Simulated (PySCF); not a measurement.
C7H6ClO2 (charge -1).
Atom-mapped SMILES: `[O:1]=[CH:2]\[CH:3]=[CH:4]/[CH:5]=[CH:6]\[CH:7]=[C:8](/[O-:9])[Cl:10]` (hydrogens: H11 on C2; H12 on C3; H13 on C4; H14 on C5; H15 on C6; H16 on C7)
Bond orders are those of one Lewis drawing.

Method: PBE0-D3(BJ)/def2-SVP geometry optimisation, gas phase in PySCF; density fitting, grid level 2; the optimiser is geomeTRIC in internal coordinates, started from a GFN2-xTB structure.

Step 0: E = -23945.2362 eV
```
atom  x, y, z in Å  |  force x, y, z in eV/Å
O1      2.4629    3.5077   -0.7643   -0.095  -0.130   0.005
C2      1.7517    2.5043   -0.7812    0.461   0.640  -0.222
C3      1.2438    1.8294    0.3549   -0.091  -0.107   0.452
C4      0.4493    0.7060    0.3544    0.099   0.129  -0.235
C5     -0.0286   -0.0137   -0.7434   -0.004  -0.011  -0.219
C6     -0.8254   -1.1417   -0.6771   -0.069  -0.087   0.329
C7     -1.3137   -1.7910    0.4531    0.420   0.587  -0.309
C8     -2.1038   -2.9210    0.3119   -0.713  -1.019  -0.086
O9     -2.5195   -3.5513   -0.6237    0.125   0.169  -0.210
Cl10   -2.6060   -3.5660    1.9938   -0.094  -0.115   0.403
H11     1.4685    2.0695   -1.7622   -0.111  -0.170  -0.340
H12     1.5219    2.2585    1.3104    0.139   0.211   0.343
H13     0.1576    0.3317    1.3290   -0.116  -0.149   0.420
H14     0.2419    0.3308   -1.7321    0.103   0.129  -0.407
H15    -1.1156   -1.5906   -1.6213   -0.117  -0.183  -0.361
H16    -1.0923   -1.4364    1.4452    0.063   0.107   0.437
```

Step 1: E = -23945.3024 eV
```
atom  x, y, z in Å  |  force x, y, z in eV/Å
O1      2.4817    3.5438   -0.7622    0.033   0.043   0.005
C2      1.7769    2.5426   -0.7813   -0.043  -0.054  -0.052
C3      1.2595    1.8511    0.3630    0.038   0.050  -0.002
C4      0.4633    0.7210    0.3297   -0.033  -0.040   0.113
C5     -0.0269   -0.0152   -0.7661    0.028   0.035  -0.051
C6     -0.8304   -1.1505   -0.6620   -0.016  -0.027  -0.132
C7     -1.3214   -1.8015    0.4686   -0.012  -0.012   0.166
C8     -2.1278   -2.9524    0.3210    0.020   0.022  -0.139
O9     -2.5206   -3.5507   -0.6425   -0.021  -0.027   0.091
Cl10   -2.6451   -3.6146    2.0127   -0.004  -0.005  -0.021
H11     1.4864    2.0946   -1.7717    0.015   0.021   0.026
H12     1.5374    2.2804    1.3311   -0.008  -0.010   0.005
H13     0.1645    0.3342    1.3143    0.015   0.020  -0.047
H14     0.2333    0.3144   -1.7761   -0.015  -0.019   0.012
H15    -1.1307   -1.6139   -1.6118    0.008   0.012   0.049
H16    -1.1076   -1.4574    1.4805   -0.007  -0.009  -0.024
```

Question: Estimate the geometry and energy of step 2. (The exact step hangs on the optimiser's Hessian estimate; all steps are aligned on step 1, rigid shifts and turns removed.)

Answer: E = -23945.3017 eV, largest force 0.133 eV/Å
```
atom  x, y, z in Å  |  force x, y, z in eV/Å
O1      2.4874    3.5518   -0.7546    0.005   0.010  -0.021
C2      1.7818    2.5508   -0.7851   -0.018  -0.033   0.013
C3      1.2624    1.8544    0.3560   -0.005  -0.004   0.023
C4      0.4654    0.7233    0.3293   -0.005  -0.007  -0.011
C5     -0.0286   -0.0175   -0.7635    0.005   0.006  -0.014
C6     -0.8326   -1.1535   -0.6564    0.036   0.051  -0.005
C7     -1.3239   -1.8046    0.4762   -0.015  -0.028  -0.121
C8     -2.1288   -2.9548    0.3124   -0.049  -0.065   0.097
O9     -2.5279   -3.5636   -0.6412    0.076   0.104  -0.033
Cl10   -2.6486   -3.6174    2.0023   -0.025  -0.032   0.082
H11     1.4961    2.1098   -1.7788    0.002   0.006   0.004
H12     1.5400    2.2823    1.3248    0.001   0.002   0.003
H13     0.1703    0.3406    1.3149    0.002   0.002   0.000
H14     0.2279    0.3076   -1.7753    0.002   0.002  -0.006
H15    -1.1341   -1.6186   -1.6034    0.000  -0.001   0.002
H16    -1.1142   -1.4648    1.4896   -0.010  -0.014  -0.014
```

The energy changes by +0.0007 eV. The first-order estimate −F·Δx gives -0.0035 eV and the mean of the old and new forces, exact on a quadratic surface, +0.0007 eV. The step makes an angle of 76° with the force vector and moves no atom by more than 0.019 Å. The energy falls at the start of this step and ends higher, so the step passed the lowest point of its straight line.

The cost below is that of the whole optimisation. Hardware: one thread of an Intel Xeon 6975P-C, shared host. Cost: 68 s wall, 0.88 GiB resident at most.
